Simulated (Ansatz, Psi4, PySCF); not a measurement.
CH$_{3}$AlF, doublet, geometry from GFN2-xTB (such geometries of metal compounds can be far from the true shape) (the spin is typed, not shown lowest). Base run: PySCF with HF/cc-pVDZ.

Input for PySCF:
```python
from pyscf import gto, scf

mol = gto.M(
    atom='''
Al    0.44002451   -0.09977454    0.26333881
C    -0.05333652    1.40742987   -0.99749356
H    -0.86612180    2.02472343   -0.60563875
H    -0.37041732    1.04109293   -1.97751446
H     0.81040018    2.05814325   -1.15112478
F    -0.55268450   -1.36349663    0.69953719
''',
    basis='cc-pvdz',
    spin=1,
    verbose=3,
)

mf = scf.UHF(mol)
mf.kernel()
```

The same geometry, method and basis name were run in Ansatz (a first-principles code) and Psi4 and PySCF, at each program's defaults and at the settings that a row names. The base is PySCF at its defaults. Differences at the defaults can come from grids, fitting, cores and function types together.

| code and settings | ΔE vs base (µEh) | basis functions | E (Eh) | SCF cycles | dipole (D) |
|---|---|---|---|---|---|
| PySCF, defaults (exact integrals, spherical functions) | 0.0 | 61 | -381.01930 | 13 | 2.11 |
| Psi4, defaults (density fitting with its default set, spherical functions) | 61.8 | 61 | -381.01924 | 10 | 2.11 |
| Ansatz, defaults (factorised integrals, spherical functions) | 6.6 | 61 | -381.01929 | - | - |
| PySCF, density fitting with def2-universal-jkfit | 32.7 | 61 | -381.01927 | 13 | 2.11 |
| Psi4, exact integrals, spherical functions | 0.0 | 61 | -381.01930 | 14 | 2.11 |
| Ansatz, high accuracy | 0.0 | 61 | -381.01930 | - | - |

Open shells are given as the SCF converged; they aren't shown to be the lowest states, and a large step between rows can be another state.
